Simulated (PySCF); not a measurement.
Core-level binding energies of `[SiH2]1[SiH2][SiH2][SiH2][SiH2]1`

Compound: Si5H10.
Numbering: `[SiH2:1]1[SiH2:2][SiH2:3][SiH2:4][SiH2:5]1`

Method used: delta-SCF UKS SCAN, pcX-2 on the ionised atom, pcseg-1 elsewhere, spin-free X2C in PySCF 2.14.0. Each binding energy is the total energy of the core-ionised species, with the hole localised on one atom, minus that of the ground state; both are solved self-consistently, so orbital relaxation is included.

Question: What binding energy does each computed site have?

Answer: 
```
 atom(s)   environment     level  binding energy (eV)  2p1/2 (eV)  count
Si1 (×5)  SiH2 silicon  Si 2p3/2               106.08      106.70      5
Si1 (×5)  SiH2 silicon     Si 1s              1845.75           –      5
```

Question: Express the binding energy of Si 2p3/2 of Si1 (×5) in atomic units and per mole.

Answer: 106.08 eV = 3.8984 Eh = 10235 kJ/mol.

Question: What is the longest wavelength that can ionise Si 2p3/2 of Si1 (×5) vertically?

Answer: λ = hc/E = 12398.42 eV Å / 106.08 eV = 116.878 Å.

Atoms equivalent by their bonding share one computed value, that of the first of them. Spin–orbit coupling isn't in the SCF: each 2p doublet comes from a relaxed spin-free hole plus a matrix of the shell (mean-field spin–orbit coupling and the ground-state 2p splitting), with 2p3/2 averaged over its two sublevels. 2p1/2 minus 2p3/2 (ligand field included): Si 0.62 eV. Geometry: PBE0-D3(BJ)/def2-SVP; no solvent, vibrations or thermal averaging.

The run took 20 s on one thread, Intel Xeon Platinum 8259CL at 2.50 GHz (x86_64), no GPU, on a shared host, and the process peaked at 0.47 GiB of memory.
